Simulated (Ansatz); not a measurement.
Series HgX2: revPBE-D4/def2-TZVP single points in Ansatz on relaxed structures, gas phase. Core potentials for Hg, I, no spin–orbit coupling. Binding counts from free atoms in the multiplicity of their measured ground term, without zero-point energy. The structures are stationary points that may keep the symmetry of their start.

Estimate the order by gap (eV), lowest first.
A. HgI2 (singlet)
B. Hg(OH)2 (HgO2H2) (singlet)
C. HgF2 (singlet)
D. HgH2 (singlet)
E. HgBr2 (singlet)
F. HgCl2 (singlet)
G. HgMe2 (C2H6Hg) (singlet)

A (3.11), E (3.70), F (4.16), B (4.45), C (4.89), G (5.26), D (5.57).

In full:

| species | atoms | state | geometry | HOMO (eV) | LUMO (eV) | gap (eV) | binding per atom (eV) | point group (within 0.1 Å) |
| --- | --- | --- | --- | --- | --- | --- | --- | --- |
| HgI2 | 3 | singlet | PBE-D4/def2-TZVP | -6.55 | -3.44 | 3.11 | 1.07 | D∞h |
| HgH2 | 3 | singlet | r2SCAN-D4/def2-TZVP | -6.93 | -1.37 | 5.57 | 1.20 | D∞h |
| HgF2 | 3 | singlet | PBE0-D4/def2-TZVP | -8.20 | -3.31 | 4.89 | 1.82 | D∞h |
| HgBr2 | 3 | singlet | PBE-D4/def2-TZVP | -7.09 | -3.39 | 3.70 | 1.29 | D∞h |
| HgCl2 | 3 | singlet | B3LYP-D4/def2-TZVP | -7.48 | -3.32 | 4.16 | 1.50 | D∞h |
| Hg(OH)2 (HgO2H2) | 5 | singlet | r2SCAN-D4/def2-TZVP | -6.54 | -2.09 | 4.45 | 2.59 | C2 |
| HgMe2 (C2H6Hg) | 9 | singlet | PBE0-D4/def2-TZVP | -5.93 | -0.67 | 5.26 | 3.25 | D3 |

The gap (eV) runs from 3.11 (HgI2) to 5.57 (HgH2).
